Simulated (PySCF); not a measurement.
**Telling isomers of C$_{6}$H$_{7}$O$_{2}$P$_{3}$ apart by NMR**

PySCF calculation with geometry from GFN2-xTB and shielding tensors at PBE0/pcSseg-1 (GIAO); one computed conformer, averaged over atoms made equivalent by symmetry, fast rotation or ring inversion, gas phase, no relativistic terms.

Scale: 1H, 13C against TMS (reference shieldings calculated alike). Splittings of carbon signals by F and P are missing where no couplings were computed. Where no couplings were computed, multiplicities follow the n + 1 count of equivalent neighbours, and m marks all less simple cases (inequivalent or close neighbours, rings, F or P nearby). Shifts are as computed. Against solution values, carbons near 30 ppm lie about +3 ppm off and those near 130 ppm about +5 ppm. Of 1211 compounds with measured shifts, 218 miss one by over three times the rms of a fit or turn the order of signals round; such compounds aren't used in these exercises.

(1) Tabulate the signals of `COc1pcpc(C(C)=O)p1`, `COC(=O)c1pcpc(C)p1` and their relative energies.

(2) What is the quickest way to tell COc1pcpc(C(C)=O)p1 from COC(=O)c1pcpc(C)p1?

Answers

(1) 
```json
{"SMILES": "COc1pcpc(C(C)=O)p1", "carbon types": "3×C 1×CH 2×CH3", "δC": "246.2, 207.9, 204.1, 186.8, 61.2, 30.1", "δH": "10.82 (m, 1H), 4.38 (s, 3H), 2.94 (s, 3H)", "E rel. (kcal/mol)": "19.2"}
{"SMILES": "COC(=O)c1pcpc(C)p1", "carbon types": "3×C 1×CH 2×CH3", "δC": "216.6, 192.9, 192.3, 176.2, 52.6, 32.7", "δH": "11.08 (m, 1H), 4.31 (s, 3H), 3.60 (m, 3H)", "E rel. (kcal/mol)": "0.0"}
```

Energies are electronic energies at PBE0/pcSseg-1 on these geometries, without zero-point or thermal terms, each for the one conformer computed, which needn't be the lowest.

(2) Both give the same number of carbon signals, with the same numbers of each carbon type, so the positions decide. The first has an aromatic carbon bearing oxygen (C) at 246.2 ppm, the second an ester carbonyl carbon (C) at 176.2 ppm. Their most deshielded carbons lie at 246.2 and 216.6 ppm.
